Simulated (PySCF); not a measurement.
An equivalent PySCF input for Bi²⁺ (bismuth, charge +2), [Xe] 4f14 5d10 6s2 6p1, 2P determinant, with scalar relativity by spin-free X2C-1e:

```python
from pyscf import gto, scf, dft, mp, cc
import basis_set_exchange as bse
mol = gto.M(atom="Bi 0 0 0", charge=2, spin=1, symmetry="D2h",
            basis=gto.basis.parse(bse.get_basis("x2c-TZVPPall", elements=["Bi"], fmt="nwchem")),
            nucmod="G")
mf = dft.UKS(mol, xc="BHANDHLYP").sfx2c1e()
mf.irrep_nelec = {'Ag': (12, 12), 'B1g': (3, 3), 'B2g': (3, 3), 'B3g': (3, 3), 'Au': (1, 1), 'B1u': (6, 6), 'B2u': (7, 6), 'B3u': (6, 6)}
mf.kernel()
```

It reaches the same state as the run whose output follows, with an energy that differs only through the grid. The run itself started from symmetry-adapted Hartree-Fock orbitals and held the occupation by maximum overlap, on a logarithmic radial grid, so the iterations belong to that start.

```
SCF conv_tol = 1e-09
number electrons alpha = 41  beta = 40
XC functionals = BHANDHLYP
    A. D. Becke.,  J. Chem. Phys. 98, 1372 (1993)
    Defined through Gaussian implementation.
cycle= 1 E= -21534.1782498502  delta_E= -0.00873  |g|= 0.0394  |ddm|= 0.259
cycle= 2 E= -21534.1783521599  delta_E= -0.000102  |g|= 0.0169  |ddm|= 0.0527
cycle= 3 E= -21534.1783767624  delta_E= -2.46e-05  |g|= 0.00337  |ddm|= 0.0118
cycle= 4 E= -21534.1783783717  delta_E= -1.61e-06  |g|= 0.000345  |ddm|= 0.00422
cycle= 5 E= -21534.1783784086  delta_E= -3.69e-08  |g|= 2.32e-05  |ddm|= 0.000469
cycle= 6 E= -21534.178378409  delta_E= -3.93e-10  |g|= 2.38e-06  |ddm|= 6.38e-05
converged SCF energy = -21534.178378409  <S^2> = 0.75184721  2S+1 = 2.0018464
```

Spin-orbit coupling, absent here, splits the open shell strongly.
